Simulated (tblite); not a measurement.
Compound: C4H17N3Si3.
Structure used (GFN2-xTB), in Å, numbered top down from 1:
```xyz
27
C4H17N3Si3 angstrom
C      3.2018    0.9200    0.4667
C      3.2579   -0.5588    0.1128
C      2.0497   -1.0108   -0.6984
Si     0.3981   -0.8159    0.2193
N     -0.7098   -1.9865   -0.4028
Si    -2.4113   -1.9928   -0.1384
N     -2.8390   -0.3589    0.2049
Si    -1.9936    1.0412   -0.3470
C     -2.5767    2.5516    0.6364
N     -0.3148    0.7314   -0.0703
H      4.1081    1.2257    0.9862
H      2.3491    1.1213    1.1096
H      3.1054    1.5210   -0.4352
H      4.1732   -0.7526   -0.4552
H      3.3129   -1.1450    1.0323
H      2.1902   -2.0594   -0.9626
H      2.0294   -0.4550   -1.6368
H      0.5764   -1.0171    1.6733
H     -0.3225   -2.8220   -0.8032
H     -2.8113   -2.7838    1.0340
H     -3.0290   -2.5031   -1.3700
H     -3.7544   -0.2147    0.5926
H     -2.2163    1.2601   -1.7910
H     -2.5043    2.3947    1.7077
H     -3.6091    2.7873    0.4021
H     -1.9815    3.4237    0.3887
H      0.3015    1.5248   -0.1024
```

Computed values, GFN2-xTB/tblite, gas phase, harmonic and unscaled. Against measured fundamentals such values can be off by several per cent, at times by over 20. Modes of hydrogen on silicon can be 10 to 20 % off. One conformer, not necessarily the lowest.

Harmonic wavenumbers (cm⁻¹): 29.3, 44.0, 65.3, 85.2, 89.6, 113.3, 134.5, 161.1, 184.5, 203.0, 217.5, 242.2, 252.3, 260.3, 272.2, 291.6, 307.5, 370.1, 419.7, 537.7, 556.7, 619.2, 640.6, 658.4, 663.7, 684.1, 699.9, 716.5, 729.1, 765.4, 776.4, 800.8, 817.0, 838.4, 849.4, 854.1, 947.5, 966.2, 981.8, 984.2, 1026.2, 1065.7, 1133.2, 1149.8, 1188.3, 1199.0, 1216.4, 1254.5, 1311.0, 1353.4, 1375.5, 1412.1, 1486.1, 1494.9, 1503.5, 1504.2, 1506.3, 1510.4, 2121.7, 2128.0, 2170.8, 2204.1, 2940.8, 2970.6, 2981.0, 2988.3, 3023.2, 3028.0, 3042.7, 3045.6, 3052.5, 3056.9, 3497.4, 3508.0, 3512.5.

A = 1198, B = 559.7, C = 403.8 MHz; mass 191.073 u (most abundant isotopes); point group C1, symmetry number 1.

Q: Zero-point energy?

A: ½Σν̃ = 46396 cm⁻¹ = 555.02 kJ/mol.

Q: What is S at 298.15 K and 1 bar for an ideal gas of classical rigid rotors and harmonic oscillators?

A: Translation 174.36, rotation 131.60, vibration 231.85: S = 537.8 J/(mol K).

Q: And Cp and H(298.15 K) − H(0)?

A: Cp = 253.63 J/(mol K), of which vibrations give 220.37 (their classical limit is 75 R = 623.6); H(298.15 K) − H(0) = 45.10 kJ/mol without the zero-point energy, 35.19 from vibrations.

Q: Blend soft modes into free rotors: weight 1/[1 + (100 cm⁻¹/ν̃)⁴] for the oscillator and the rest for a rotor with moment μB/(μ + B), μ = h/(8π²ν), B = 10⁻⁴⁴ kg m². What vibrational entropy results?

A: 210.30 J/(mol K) in place of 231.85, which changes −T·S at 298.15 K by +6.43 kJ/mol.

Q: Which modes carry the vibrational entropy at 298.15 K?

A: 29.3 cm⁻¹: 24.59; 44.0 cm⁻¹: 21.21; 65.3 cm⁻¹: 17.95; 85.2 cm⁻¹: 15.76; 89.6 cm⁻¹: 15.35; 113.3 cm⁻¹: 13.44 J/(mol K); the other 69 give 123.55 together.

Q: What must be added to the electronic energy to get the Gibbs energy at 298.15 K and 1 bar?

A: ZPE + [H(298.15 K) − H(0)] − T·S = 555.02 + 45.10 − 160.35 = 439.77 kJ/mol.

Hindered rotation and anharmonicity are outside this model. Other conformers, if any are populated, would add a mixing term that is left out. The structure is chiral; the term R ln 2 for an equal mix with its mirror image is left out.

The run took 5.9 s wall on AMD EPYC, one thread, no GPU, on a shared host. This covers the Hessian and the dipole derivatives.
